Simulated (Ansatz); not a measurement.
A series at Sn: from `[F][Sn]([F])([F])[F]`, ligands are replaced one by one, each step taking up H₂O and setting free H–F; n counts the steps. Ansatz, PBE0-D4/def2-TZVP geometries. Each molecule was computed in one conformer, which needn't be the lowest.

```csv
n,molecule,"HOMO energy, ωB97M-V/def2-TZVPP (eV)"
0,`[F][Sn]([F])([F])[F]`,-14.97
1,`[OH][Sn]([F])([F])[F]`,-12.98
2,`[OH][Sn]([OH])([F])[F]`,?
3,`[OH][Sn]([OH])([OH])[F]`,-11.96
4,`[OH][Sn]([OH])([OH])[OH]`,-11.56
```

By hand: fit a straight line y = ȳ + b (n − n̄) to the 4 given rows and predict n = 2.

n̄ = 2.000, ȳ = -12.867; Σ(n − n̄)(y − ȳ) = 7.840, Σ(n − n̄)² = 10.000, so b = 0.784 eV a step. Prediction: -12.867 + (0.784) × (0.000) = -12.87 eV.

By hand: compare with the computed value, -12.57 eV, and give the steps along the whole series.

The line misses by 0.30 eV (computed minus predicted). Steps: 1.99, 0.41, 0.61, 0.40 eV.

The steps differ by up to 1.59 eV without a steady trend. The highest orbital can change its character along such a series. The miss is 8.8 % of the series' range.
